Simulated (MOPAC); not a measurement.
MOPAC input (PM7):

```
PM7 PRECISE GNORM=0.05 LET XYZ GEO-OK AUX(PRECISION=9) THREADS=1
C2H10N2Si

C     0.96442600 1   -0.85308500 1    1.34064000 1
Si    0.00728300 1   -0.00015200 1   -0.02914400 1
C    -1.47960700 1    0.86381200 1    0.72095500 1
N    -0.33740500 1   -1.23413600 1   -1.18147100 1
N     0.85652900 1    1.22332600 1   -0.89590100 1
H     0.37598800 1   -1.64635600 1    1.81025300 1
H     1.88521600 1   -1.29955200 1    0.95914100 1
H     1.23634200 1   -0.14071900 1    2.12296500 1
H    -2.08931000 1    0.15848100 1    1.29034600 1
H    -1.17930600 1    1.66308400 1    1.40437300 1
H    -2.11160700 1    1.30426700 1   -0.05319300 1
H    -0.81278900 1   -1.02107000 1   -2.04392300 1
H    -0.49228400 1   -2.18748300 1   -0.89717500 1
H     1.68120800 1    1.00298600 1   -1.43122000 1
H     0.86180300 1    2.17978800 1   -0.58152200 1
```

From the output:

```
                                                       MOPAC v23.2.5 Linux

          FINAL HEAT OF FORMATION =        -49.03452 KCAL/MOL =    -205.16044 KJ/MOL

          COSMO AREA              =        135.59 SQUARE ANGSTROMS
          COSMO VOLUME            =        128.23 CUBIC ANGSTROMS

          GRADIENT NORM           =          0.04070          =       0.01051 PER ATOM
          IONIZATION POTENTIAL    =          9.268444 EV
          HOMO LUMO ENERGIES (EV) =         -9.268  1.302
          NO. OF FILLED LEVELS    =         16
          MOLECULAR WEIGHT        =         90.1999         POINT GROUP:  C2

          MOLECULAR DIMENSIONS (Angstroms)

            Atom       Atom       Distance
            H    11    H     7     4.87675
            H    13    H    15     4.58993
            H    14    H     6     3.56949

          SCF CALCULATIONS        =         50

   ATOM   CHEMICAL          X               Y               Z
  NUMBER   SYMBOL      (ANGSTROMS)     (ANGSTROMS)     (ANGSTROMS)

     1       C          0.98726173  *  -0.80539311  *   1.35996088  *
     2      Si          0.00477209  *  -0.00012931  *  -0.01906314  *
     3       C         -1.50893517  *   0.81625906  *   0.72770865  *
     4       N         -0.32479617  *  -1.28493287  *  -1.22298185  *
     5       N          0.86502439  *   1.27366810  *  -0.93891712  *
     6       H          0.38511649  *  -1.53770223  *   1.92490043  *
     7       H          1.85809074  *  -1.34632824  *   0.94389204  *
     8       H          1.36462765  *  -0.06108305  *   2.08163924  *
     9       H         -2.18328134  *   0.07816651  *   1.19431660  *
    10       H         -1.24141341  *   1.55556683  *   1.50220794  *
    11       H         -2.08028347  *   1.35094860  *  -0.05442762  *
    12       H         -0.81710136  *  -0.98579883  *  -2.05767706  *
    13       H         -0.72767288  *  -2.14730397  *  -0.88358956  *
    14       H          1.69140155  *   0.96770584  *  -1.44096523  *
    15       H          1.06277046  *   2.14035045  *  -0.45837320  *

                             CARTESIAN COORDINATES

   1    C        0.987261730    -0.805393113     1.359960879
   2   Si        0.004772091    -0.000129314    -0.019063143
   3    C       -1.508935168     0.816259063     0.727708648
   4    N       -0.324796169    -1.284932868    -1.222981847
   5    N        0.865024388     1.273668096    -0.938917123
   6    H        0.385116491    -1.537702227     1.924900434
   7    H        1.858090737    -1.346328243     0.943892043
   8    H        1.364627648    -0.061083049     2.081639244
   9    H       -2.183281340     0.078166507     1.194316598
  10    H       -1.241413408     1.555566830     1.502207942
  11    H       -2.080283473     1.350948604    -0.054427618
  12    H       -0.817101360    -0.985798832    -2.057677061
  13    H       -0.727672884    -2.147303971    -0.883589563
  14    H        1.691401550     0.967705841    -1.440965234
  15    H        1.062770455     2.140350448    -0.458373200

           Empirical Formula: C2 H10 N2 Si  =    15 atoms

      MOLECULAR POINT GROUP   :   C2

                  EIGENVALUES
 -35.36540 -34.33055 -25.53131 -24.06324 -16.51385 -15.99870 -14.91977 -14.22180
 -14.02250 -13.59612 -13.47607 -12.97423 -12.27138 -11.61988  -9.48832  -9.26844
   1.30206   1.60411   1.82188   5.05995   5.88055   5.89507   5.92085   5.97324
   6.07075   7.01042   7.05037   7.32341   7.41922   8.26954  23.84746  24.49505
  24.73637  24.73991  25.34394

              NET ATOMIC CHARGES AND DIPOLE CONTRIBUTIONS

  ATOM NO.   TYPE          CHARGE      No. of ELECS.   s-Pop       p-Pop       d-Pop
    1          C          -0.529744        4.5297     1.04248     3.48726
    2         Si           0.414008        3.5860     0.75432     2.53218     0.29949
    3          C          -0.529746        4.5297     1.04248     3.48726
    4          N          -0.691361        5.6914     1.58987     4.10149
    5          N          -0.691396        5.6914     1.58985     4.10155
    6          H           0.159534        0.8405     0.84047
    7          H           0.165802        0.8342     0.83420
    8          H           0.157162        0.8428     0.84284
    9          H           0.157166        0.8428     0.84283
   10          H           0.159534        0.8405     0.84047
   11          H           0.165803        0.8342     0.83420
   12          H           0.267574        0.7324     0.73243
   13          H           0.264032        0.7360     0.73597
   14          H           0.267591        0.7324     0.73241
   15          H           0.264043        0.7360     0.73596
 DIPOLE           X         Y         Z       TOTAL
 POINT-CHG.    -0.360     0.008     1.438     1.483
 HYBRID        -0.010     0.000     0.039     0.041
 SUM           -0.369     0.008     1.478     1.523

          ATOMIC ORBITAL ELECTRON POPULATIONS

     Atom    s        px        py        pz      x^2-y^2     xz        z^2       yz        xy
    1  C   1.04248   1.16682   1.16307   1.15737
    2 Si   0.75432   0.94039   0.78205   0.80974   0.04901   0.06012   0.04769   0.07965   0.06301
    3  C   1.04248   1.15948   1.16305   1.16473
    4  N   1.58987   1.63313   1.22280   1.24556
    5  N   1.58985   1.42622   1.22113   1.45420
    6  H   0.84047
    7  H   0.83420
    8  H   0.84284
    9  H   0.84283
   10  H   0.84047
   11  H   0.83420
   12  H   0.73243
   13  H   0.73597
   14  H   0.73241
   15  H   0.73596

 **********************
 *                    *
 * JOB ENDED NORMALLY *
 *                    *
 **********************

 == MOPAC DONE ==
```

The geometry given is a B3LYP-D3(BJ)/def2-TZVP minimum.
